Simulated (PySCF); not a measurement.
Si(Cl)2 cation (Cl2Si), SMILES Cl[Si]Cl (connectivity only; charge and spin as stated), charge +1, multiplicity 2. Atoms are numbered in the order given.

```xyz
3

Si     0.0000     0.0000     0.6689
Cl     0.0000     1.7236    -0.2754
Cl     0.0000    -1.7236    -0.2754
```
Charge +1, spin multiplicity 2.

The structure is a stationary point at r2SCAN-D4/def2-TZVP. The multiplicity is an assumed one; other spin states were not compared. The isomer is the one that the SMILES or the coordinates give; other isomers of the formula were not compared.

All values below come from r2SCAN-D4/def2-TZVP (PySCF).

Frequencies are harmonic and unscaled.

```json
[
 {"mode": "1", "ν (cm⁻¹)": "185", "IR (km/mol)": "8.1", "moving atoms (share of kinetic energy)": "Cl 69 %, Si 31 %"},
 {"mode": "2", "ν (cm⁻¹)": "549", "IR (km/mol)": "27.1", "moving atoms (share of kinetic energy)": "Cl 60 %, Si 40 %"},
 {"mode": "3", "ν (cm⁻¹)": "718", "IR (km/mol)": "174.1", "moving atoms (share of kinetic energy)": "Si 66 %, Cl 34 %"}
]
```
